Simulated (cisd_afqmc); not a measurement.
Input (AFQMC/CISD/def2-SVP; cisd_afqmc is a phaseless AFQMC code with CISD trial states that reads the integrals written by Ansatz):

Ansatz 0.2 input:
```python
import cisd_afqmc

open("ham.yaml", "w").write("""\
crystal:
  periodic: [false, false, false]
  atoms:
    - {symbol: Ag, position_ang: [-0.00000000, -0.00000000, -0.61299834]}
    - {symbol: Cl, position_ang: [0.00000000, 0.00000000, 1.69476013]}
basis:
  gaussian:
    orbitals: def2-SVP
magnetization: {spin_polarized: false}
correlation: {method: ccsd, electrons: outside_noble_gas, hamiltonian_folder: ham}
""")
rep = cisd_afqmc.ansatz("ham.yaml")
e_ccsd = rep["correlation"]["coupled_cluster"]["energy"]["hartree"]
out = cisd_afqmc.run("ham", e_ccsd, trial="CISD", walkers=200, populations=8, threads=8, dt=0.005, steps=40, early=36, settle=10, least=32,
    cut=5e-5, rank_cut=2e-4, target=0.0004, seconds=1500, seed=1, memory=17280, gpu=False)
```

Output:

```
orbitals 40, occupied [9], factors 241 of 486, rank of the doubles 150 of 279
E(HF) = -605.480967
E(CCSD) on the cut factors = -605.853508, shift to the whole factors 0.000022
Energy of the trial state on the determinant = -605.853533
  tau behind 10.8 of longer steps, mean of the populations' last blocks
   2.0  -605.86278
   4.0  -605.86271
   6.0  -605.86340
   8.0  -605.86304
blocks 425 (0 outliers left out), error by blocks joined: 1: 0.00013, 2: 0.00016, 4: 0.00019, 8: 0.00020, 16: 0.00025
E(AFQMC/CISD) = -605.86293 +/- 0.00025
```

The error still grows at the longest joins of blocks, or few joins were possible, so the printed bar may be too narrow.
